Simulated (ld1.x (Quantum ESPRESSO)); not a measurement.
# Sr: variants of one ultrasoft potential

Base potential:

strontium (Sr), ultrasoft, made with ld1.x (Quantum ESPRESSO) 7.5 (LDA (PZ), scalar-relativistic). Core [Ar] 3d10, reference 4s2 4p6 4d0 5s2 5p0. Waves: 4s (bound): rcut 1.75, rcutus 1.95 bohr; 5s (bound): rcut 1.75, rcutus 1.95 bohr; 4p (bound): rcut 2.15, rcutus 2.45 bohr; 5p (bound, empty): rcut 2.15, rcutus 2.45 bohr; 4d (bound, empty): rcut 2.40, rcutus 3.35 bohr; 4d channel at 0.45 Ry: rcut 2.40, rcutus 3.35 bohr. Local part: all-electron potential smoothed inside 2.70 bohr (lloc = -1). Core correction: Bessel-smoothed model core, default radius (core density twice the valence density). Augmentation charge: PSQ, inside the norm-conserving radii.

All-electron outer shells of the reference configuration (LDA (PZ), scalar-relativistic, ld1.x):

```tsv
shell	level (eV)	outermost node (bohr)	outermost maximum (bohr)
3p	-255.74	0.19	0.43
3d	-128.23	–	0.38
4s	-40.91	0.59	1.19
4p	-22.85	0.61	1.32
5s	-3.64	1.65	3.62
4d	-1.41	0.65	2.14
5p	-1.32	1.96	4.83
```

Cutoffs, loose and tight: the cutoffs (Ry, on a coarse ladder) from which the occupation-weighted sum of valence levels, in a spherical-Bessel basis at the reference potential, stays within 10 and 1 mRy of its value at 400 Ry. They do not see the model core or the augmentation charge, which bear on the density cutoff. Test errors are all-electron minus pseudo excitation energies from the reference, over the configurations 4s2 4p6 4d0 5s1 5p0; 4s2 4p6 4d0 5s0 5p0; 4s2 4p6 4d0 5s1.5 5p0; 4s2 4p6 4d1 5s1 5p0; 4s2 4p6 4d0 5s1 5p1; 4s2 4p6 4d1 5s0 5p0; 4s2 4p5 4d0 5s2 5p0 (two spin-polarised tests are not counted in the largest error). A dash means not determined; rows that change the core or the reference have their own tests.

Cutoffs are not given where the Bessel-basis levels miss the radial ones by over 6 mRy, ghosts where they miss by over 20 mRy; a channel whose overlap is not positive is not tested.

A file whose overlap is not positive is unfit for use, and its test errors describe a broken file.

```tsv
change	outcome	cutoff, loose	cutoff, tight	bound ghosts	largest test error (meV)
base	generated	15 Ry	25 Ry	none	-68
waves 4s (bound): rcut 1.30, rcutus 1.38 bohr; 5s (bound): rcut 1.30, rcutus 1.38 bohr	generated, overlap not positive	–	–	not determined (overlap not positive)	-118
waves 4s (bound): rcut 1.50, rcutus 1.58 bohr; 5s (bound): rcut 1.50, rcutus 1.58 bohr	generated	15 Ry	25 Ry	none	-118
waves 4s (bound): rcut 1.72, rcutus 1.82 bohr; 5s (bound): rcut 1.72, rcutus 1.82 bohr	generated, overlap not positive	–	–	not determined (overlap not positive)	-109
waves 4s (bound): rcut 1.75, rcutus 2.16 bohr; 5s (bound): rcut 1.75, rcutus 2.16 bohr	generated	15 Ry	25 Ry	none	test run stopped at test 1 of 9 (negative rho)
waves 4s (bound): rcut 1.75, rcutus 2.34 bohr; 5s (bound): rcut 1.75, rcutus 2.34 bohr	failed: chargeps: negative rho	–	–	–	–
waves 4s (bound): rcut 1.75, rcutus 2.68 bohr; 5s (bound): rcut 1.75, rcutus 2.68 bohr	failed: chargeps: negative rho	–	–	–	–
waves 4s (bound): rcut 1.75, rcutus 2.96 bohr; 5s (bound): rcut 1.75, rcutus 2.96 bohr	generated, overlap not positive	–	–	not determined (overlap not positive)	test run stopped at test 1 of 9 (negative rho)
```

Reading the sweep of the s radius (base included, trends over the rows without a ghost): The generation fails at 2.34, 2.68 bohr.
